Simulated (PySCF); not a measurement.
Br4Hf (SMILES [Br][Hf]([Br])([Br])[Br]), singlet, geometry from GFN2-xTB (such geometries of metal compounds can be far from the true shape) (core potentials on Hf); DF-HF/def2-SVP (PySCF).

PySCF was given this input:
```python
from pyscf import gto, scf

mol = gto.M(
    atom='''
Hf   -0.000000   -0.000000    0.000000
Br    1.956449   -0.567642   -1.435489
Br    0.757430    0.302432    2.354862
Br   -1.043284    2.111477   -0.814716
Br   -1.670594   -1.846267   -0.104657
''',
    basis='def2-svp',
    ecp={'Hf': 'def2-svp'},
    charge=0,
    spin=0,
    verbose=4,
)

mf = scf.UHF(mol)
mf = mf.density_fit(auxbasis='def2-universal-jkfit')
mf.kernel()
mf.analyze()
```

**Question.** Predict the main parts of the log of this PySCF run.

**Answer.** 
```
PySCF version 2.14.0

[INPUT] verbose = 4
[INPUT] num. atoms = 5
[INPUT] num. electrons = 152
[INPUT] charge = 0
[INPUT] spin (= nelec alpha-beta = 2S) = 0
[INPUT] symmetry False subgroup None
[INPUT] Mole.unit = angstrom
[INPUT] Symbol           X                Y                Z      unit          X                Y                Z       unit  Magmom
[...]
nuclear repulsion = 1312.47433981721
number of shells = 60
number of NR pGTOs = 353
number of NR cGTOs = 160
basis = def2-svp
ecp = {'Hf': 'def2-svp'}

******** <class 'pyscf.df.df_jk.DFUHF'> ********
method = DFUHF
initial guess = minao
damping factor = 0
level_shift factor = 0
DIIS = <class 'pyscf.scf.diis.CDIIS'>
diis_start_cycle = 1
diis_space = 8
diis_damp = 0
SCF conv_tol = 1e-09
SCF conv_tol_grad = None
SCF max_cycles = 50
direct_scf = False
number electrons alpha = 76  beta = 76
Set gradient conv threshold to 3.16228e-05
******** <class 'pyscf.df.df.DF'> ********
auxbasis = def2-universal-jkfit
init E= -10319.116189906
cycle= 1 E= -10336.1812352503  delta_E= -17.1  |g|= 0.348  |ddm|= 5.39
cycle= 2 E= -10336.206394647  delta_E= -0.0252  |g|= 0.0722  |ddm|= 0.446
cycle= 3 E= -10336.2082977259  delta_E= -0.0019  |g|= 0.0349  |ddm|= 0.108
cycle= 4 E= -10336.2086792664  delta_E= -0.000382  |g|= 0.00656  |ddm|= 0.0345
cycle= 5 E= -10336.2087276765  delta_E= -4.84e-05  |g|= 0.00352  |ddm|= 0.0186
cycle= 6 E= -10336.208739281  delta_E= -1.16e-05  |g|= 0.000692  |ddm|= 0.00621
cycle= 7 E= -10336.2087400655  delta_E= -7.84e-07  |g|= 0.000196  |ddm|= 0.00173
cycle= 8 E= -10336.2087401602  delta_E= -9.47e-08  |g|= 4.32e-05  |ddm|= 0.000788
cycle= 9 E= -10336.2087401641  delta_E= -3.85e-09  |g|= 8.09e-06  |ddm|= 0.000178
cycle= 10 E= -10336.2087401642  delta_E= -9.64e-11  |g|= 2.56e-06  |ddm|= 2.43e-05
Extra cycle  E= -10336.2087401642  delta_E= -1.82e-12  |g|= 1.58e-06  |ddm|= 5.31e-06
converged SCF energy = -10336.2087401642  <S^2> = 7.1736395e-11  2S+1 = 1
**** SCF Summaries ****
Total Energy =                      -10336.208740164163828
Nuclear Repulsion Energy =            1312.474339817207010
One-electron Energy =               -17029.439219519528706
Two-electron Energy =                 5380.756139538158095
Two-electron Coulomb Energy =         5744.873948871552784
DFT Exchange-Correlation Energy =     -364.117809333394689
**** MO energy ****
                             alpha | beta                alpha | beta
[...]
spin_pop of  0 Hf 5s        0.00000
spin_pop of  0 Hf 6s       -0.00000
spin_pop of  0 Hf 7s       -0.00000
spin_pop of  0 Hf 8s       -0.00000
spin_pop of  0 Hf 9s       -0.00000
spin_pop of  0 Hf 10s        0.00000
spin_pop of  0 Hf 5px       0.00000
spin_pop of  0 Hf 5py       0.00000
spin_pop of  0 Hf 5pz       0.00000
spin_pop of  0 Hf 6px       0.00000
spin_pop of  0 Hf 6py       0.00000
spin_pop of  0 Hf 6pz       0.00000
spin_pop of  0 Hf 7px      -0.00000
spin_pop of  0 Hf 7py      -0.00000
spin_pop of  0 Hf 7pz      -0.00000
spin_pop of  0 Hf 5dxy     -0.00000
spin_pop of  0 Hf 5dyz     -0.00000
spin_pop of  0 Hf 5dz^2     0.00000
spin_pop of  0 Hf 5dxz     -0.00000
spin_pop of  0 Hf 5dx2-y2    0.00000
spin_pop of  0 Hf 6dxy      0.00000
spin_pop of  0 Hf 6dyz      0.00000
spin_pop of  0 Hf 6dz^2     0.00000
spin_pop of  0 Hf 6dxz      0.00000
spin_pop of  0 Hf 6dx2-y2    0.00000
spin_pop of  0 Hf 5f-3      0.00000
spin_pop of  0 Hf 5f-2      0.00000
spin_pop of  0 Hf 5f-1      0.00000
spin_pop of  0 Hf 5f+0      0.00000
spin_pop of  0 Hf 5f+1     -0.00000
spin_pop of  0 Hf 5f+2     -0.00000
spin_pop of  0 Hf 5f+3      0.00000
spin_pop of  1 Br 1s       -0.00000
spin_pop of  1 Br 2s       -0.00000
spin_pop of  1 Br 3s       -0.00000
spin_pop of  1 Br 4s       -0.00000
spin_pop of  1 Br 5s        0.00000
spin_pop of  1 Br 2px      -0.00000
spin_pop of  1 Br 2py      -0.00000
spin_pop of  1 Br 2pz      -0.00000
spin_pop of  1 Br 3px       0.00000
spin_pop of  1 Br 3py      -0.00000
spin_pop of  1 Br 3pz      -0.00000
[...]
spin_pop of  1 Br 3dxz     -0.00000
spin_pop of  1 Br 3dx2-y2   -0.00000
spin_pop of  1 Br 4dxy      0.00000
spin_pop of  1 Br 4dyz      0.00000
spin_pop of  1 Br 4dz^2     0.00000
spin_pop of  1 Br 4dxz     -0.00000
spin_pop of  1 Br 4dx2-y2    0.00000
spin_pop of  1 Br 5dxy      0.00000
spin_pop of  1 Br 5dyz      0.00000
spin_pop of  1 Br 5dz^2     0.00000
spin_pop of  1 Br 5dxz     -0.00000
spin_pop of  1 Br 5dx2-y2    0.00000
spin_pop of  2 Br 1s       -0.00000
spin_pop of  2 Br 2s       -0.00000
spin_pop of  2 Br 3s       -0.00000
spin_pop of  2 Br 4s       -0.00000
spin_pop of  2 Br 5s        0.00000
spin_pop of  2 Br 2px      -0.00000
spin_pop of  2 Br 2py      -0.00000
spin_pop of  2 Br 2pz       0.00000
spin_pop of  2 Br 3px      -0.00000
spin_pop of  2 Br 3py      -0.00000
spin_pop of  2 Br 3pz       0.00000
spin_pop of  2 Br 4px      -0.00000
spin_pop of  2 Br 4py      -0.00000
spin_pop of  2 Br 4pz       0.00000
spin_pop of  2 Br 5px       0.00000
spin_pop of  2 Br 5py       0.00000
spin_pop of  2 Br 5pz       0.00000
spin_pop of  2 Br 3dxy     -0.00000
spin_pop of  2 Br 3dyz     -0.00000
spin_pop of  2 Br 3dz^2     0.00000
spin_pop of  2 Br 3dxz     -0.00000
spin_pop of  2 Br 3dx2-y2   -0.00000
spin_pop of  2 Br 4dxy      0.00000
spin_pop of  2 Br 4dyz      0.00000
spin_pop of  2 Br 4dz^2    -0.00000
spin_pop of  2 Br 4dxz      0.00000
spin_pop of  2 Br 4dx2-y2    0.00000
spin_pop of  2 Br 5dxy      0.00000
spin_pop of  2 Br 5dyz      0.00000
spin_pop of  2 Br 5dz^2    -0.00000
spin_pop of  2 Br 5dxz      0.00000
spin_pop of  2 Br 5dx2-y2    0.00000
spin_pop of  3 Br 1s       -0.00000
spin_pop of  3 Br 2s       -0.00000
spin_pop of  3 Br 3s       -0.00000
spin_pop of  3 Br 4s       -0.00000
spin_pop of  3 Br 5s        0.00000
spin_pop of  3 Br 2px      -0.00000
spin_pop of  3 Br 2py      -0.00000
spin_pop of  3 Br 2pz      -0.00000
spin_pop of  3 Br 3px      -0.00000
spin_pop of  3 Br 3py       0.00000
spin_pop of  3 Br 3pz      -0.00000
spin_pop of  3 Br 4px      -0.00000
spin_pop of  3 Br 4py       0.00000
spin_pop of  3 Br 4pz      -0.00000
spin_pop of  3 Br 5px       0.00000
spin_pop of  3 Br 5py       0.00000
spin_pop of  3 Br 5pz       0.00000
spin_pop of  3 Br 3dxy     -0.00000
spin_pop of  3 Br 3dyz     -0.00000
spin_pop of  3 Br 3dz^2    -0.00000
spin_pop of  3 Br 3dxz     -0.00000
spin_pop of  3 Br 3dx2-y2   -0.00000
spin_pop of  3 Br 4dxy      0.00000
spin_pop of  3 Br 4dyz      0.00000
spin_pop of  3 Br 4dz^2     0.00000
spin_pop of  3 Br 4dxz      0.00000
spin_pop of  3 Br 4dx2-y2    0.00000
spin_pop of  3 Br 5dxy      0.00000
spin_pop of  3 Br 5dyz      0.00000
spin_pop of  3 Br 5dz^2     0.00000
spin_pop of  3 Br 5dxz      0.00000
spin_pop of  3 Br 5dx2-y2    0.00000
spin_pop of  4 Br 1s       -0.00000
spin_pop of  4 Br 2s       -0.00000
spin_pop of  4 Br 3s       -0.00000
spin_pop of  4 Br 4s       -0.00000
spin_pop of  4 Br 5s        0.00000
spin_pop of  4 Br 2px      -0.00000
spin_pop of  4 Br 2py      -0.00000
spin_pop of  4 Br 2pz      -0.00000
spin_pop of  4 Br 3px      -0.00000
spin_pop of  4 Br 3py       0.00000
spin_pop of  4 Br 3pz      -0.00000
spin_pop of  4 Br 4px       0.00000
spin_pop of  4 Br 4py       0.00000
spin_pop of  4 Br 4pz      -0.00000
spin_pop of  4 Br 5px       0.00000
spin_pop of  4 Br 5py       0.00000
spin_pop of  4 Br 5pz       0.00000
spin_pop of  4 Br 3dxy      0.00000
spin_pop of  4 Br 3dyz     -0.00000
spin_pop of  4 Br 3dz^2    -0.00000
spin_pop of  4 Br 3dxz     -0.00000
spin_pop of  4 Br 3dx2-y2   -0.00000
spin_pop of  4 Br 4dxy     -0.00000
spin_pop of  4 Br 4dyz      0.00000
spin_pop of  4 Br 4dz^2    -0.00000
spin_pop of  4 Br 4dxz      0.00000
spin_pop of  4 Br 4dx2-y2    0.00000
spin_pop of  4 Br 5dxy     -0.00000
spin_pop of  4 Br 5dyz      0.00000
spin_pop of  4 Br 5dz^2     0.00000
spin_pop of  4 Br 5dxz      0.00000
spin_pop of  4 Br 5dx2-y2    0.00000
In total            76.00000 | 76.00000
Dipole moment(X, Y, Z, Debye): -0.00000,  0.00000, -0.00000
```
